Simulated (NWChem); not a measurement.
System: C2H6FIn; SMILES [CH3][In]([CH3])[F]

```xyz
10

In     0.0000     0.0000    -0.0547
F      0.0000     0.0000     1.9296
C     -2.0225    -0.0002    -0.7746
H     -2.1996    -0.8746    -1.4175
H     -2.2153     0.9088    -1.3629
H     -2.7052    -0.0315     0.0850
C      2.0225     0.0002    -0.7746
H      2.1996     0.8746    -1.4175
H      2.2153    -0.9088    -1.3629
H      2.7052     0.0315     0.0850
```
Atoms are numbered in this order, from 1.

All runs: NWChem. Structure relaxed at the PBE0/def2-SVP level. Not confirmed as a minimum by frequencies. def2 effective core potentials on In; no spin-orbit coupling. Ions are spin-unrestricted doublets at the neutral geometry; other ion states weren't tried.

Q: Estimate the computed values for PBE0/def2-SVP. Quantities: vertical ionisation energy, ΔSCF (eV); −ε(HOMO) (eV).

A: 
| Quantity | Value |
|---|---|
| vertical ionisation energy, ΔSCF (eV) | 9.66 |
| −ε(HOMO) (eV) | 7.62 |
